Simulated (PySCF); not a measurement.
InFBr2, SMILES [F][In]([Br])[Br]. Heavy atoms are numbered as in [In:1]([F:2])([Br:3])[Br:4].

Coordinates come from a B3LYP-D3(BJ)/def2-SVP optimisation. The structure was generated by enumeration; whether it is a known compound was not checked. The def2 effective core potentials stand for the cores of In; spin–orbit coupling is left out.

Computed with PBE0/def2-TZVP (PySCF).

ESP charges are fitted to the potential on shells at 1.4 to 2.0 van der Waals radii. Atomic charges (e), one atom of each kind:

```tsv
atom	Löwdin	Mulliken	ESP fit
In1	-0.03	1.05	0.74
F2	-0.25	-0.46	-0.36
Br3	0.14	-0.29	-0.19
```
